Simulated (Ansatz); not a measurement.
`CC#[N+][InH3-]`, relaxed with RKS PBE-D4/def2-SVP in the Gaussian-basis code of Ansatz from a rough embedded geometry. The force threshold is 0.03 eV/Å; the program also tests the step.

Charge 0, multiplicity 1. In: def2 effective core potential.

Start:

```xyz
10

C    -0.774   -0.907   -1.966
C    -0.284   -0.341   -0.776
N     0.094    0.129    0.186
In    0.726    0.897    2.037
H    -0.504   -1.994   -2.067
H    -1.864   -0.839   -2.096
H    -0.300   -0.411   -2.861
H     0.243    2.642    2.087
H     2.601    0.795    2.069
H     0.061    0.029    3.387
```

```json
{"step": "1", "energy (eV)": "-8826.1831", "largest force (eV/Å)": "2.417", "largest move (Å)": "0.000"}
{"step": "2", "energy (eV)": "-8826.7593", "largest force (eV/Å)": "0.874", "largest move (Å)": "0.200"}
{"step": "3", "energy (eV)": "-8826.8705", "largest force (eV/Å)": "1.208", "largest move (Å)": "0.168"}
{"step": "4", "energy (eV)": "-8826.8812", "largest force (eV/Å)": "0.720", "largest move (Å)": "0.036"}
{"step": "5", "energy (eV)": "-8826.8861", "largest force (eV/Å)": "0.035", "largest move (Å)": "0.009"}
{"step": "6", "energy (eV)": "-8826.8863", "largest force (eV/Å)": "0.003", "largest move (Å)": "0.007"}
```

End:

```xyz
10

C    -0.772   -0.933   -2.030
C    -0.298   -0.360   -0.783
N     0.083    0.101    0.218
In    0.879    1.062    2.311
H    -0.509   -2.008   -2.080
H    -1.873   -0.831   -2.102
H    -0.308   -0.411   -2.891
H     0.218    2.658    2.021
H     2.576    0.771    1.991
H     0.004   -0.049    3.345
```

Run time 5 s (4 threads of an Arm Neoverse V2 on a shared host); peak host memory 0.14 GiB.
